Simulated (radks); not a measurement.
Question: Coherent X-ray form factor from a spherical all-electron density. Calculated with a radial shooting solver on a logarithmic mesh with Libxc functionals: Dirac Kohn-Sham, OLYP, spin-unpolarised, spherical densities, finite nucleus; Fermi nuclear charge, rms radius of each element as measured or else 0.836 A^(1/3) + 0.57 fm.

| sin(theta)/lambda (1/angstrom) | f0 (electrons) |
|---|---|
| 0.05 | 66.716 |
| 0.1 | 63.847 |
| 0.15 | 60.556 |
| 0.2 | 57.143 |
| 0.25 | 53.674 |
| 0.3 | 50.259 |
| 0.4 | 44.013 |
| 0.5 | 38.778 |
| 0.6 | 34.413 |
| 0.8 | 27.549 |
| 1 | 22.623 |
| 1.25 | 18.620 |
| 1.5 | 16.118 |
| 2 | 12.618 |

The species is in the configuration that NIST lists as its ground one. Which atom or ion scatters so?

Answer: Neutral erbium, [Xe] 4f12 6s2. Extrapolating in s^2 from the first two rows gives f0(0) = 67.7, near the electron count 68; among species with that count, the fall with angle is slower the higher Z, and the table is that of Z = 68; from so few rows the species is fixed only to a neighbour or two.
